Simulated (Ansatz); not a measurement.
Stepwise reaction of `[CH3][AlH2]` with hydrogen sulfide, as a gas-phase model of exchange steps in deposition or etching. ΔE in kJ/mol.

Program: Ansatz. Geometries: PBE0-D4/def2-TZVP. ΔE: electronic, gas phase. CBS: MP2 limit from def2 TZ/QZ plus the TZ coupled-cluster correction, frozen cores. This one scheme is used for every species. Functionals use def2-TZVPP. B3LYP here is the variant with VWN-RPA as its local correlation; programs differ in this. One conformer a species, not always the lowest.

| step | reaction | PBE-D4 | B3LYP-D4 | ωB97M-V | CCSD(T)/CBS |
| --- | --- | --- | --- | --- | --- |
| 1 | `[CH3][AlH2]` + H₂S → `[CH3][AlH][SH]` + H₂ | -110.9 | -105.2 | -105.4 | -108.8 |

(1) Give the row of step 2, `[CH3][AlH][SH]` + H₂S → `[CH3][Al]([SH])[SH]` + H₂. (An estimate is asked.)

(2) By hand: ΔE of the 2 steps together at CCSD(T)/CBS.

## Answers

(1) Computed: 
| step | reaction | PBE-D4 | B3LYP-D4 | ωB97M-V | CCSD(T)/CBS |
| --- | --- | --- | --- | --- | --- |
| 2 | `[CH3][AlH][SH]` + H₂S → `[CH3][Al]([SH])[SH]` + H₂ | -99.5 | -95.1 | -94.7 | -98.9 |

(2) (-108.8) + (-98.9) = -207.7 kJ/mol, or -103.8 kJ/mol a step.

In ΔE each step is higher than the one before. All are downhill at CCSD(T)/CBS. PBE-D4 differs from CCSD(T)/CBS by -2.1 to -0.6 kJ/mol a step. Isolated molecules leave out the surface, adducts and barriers. Largest T1 diagnostic: 0.011.
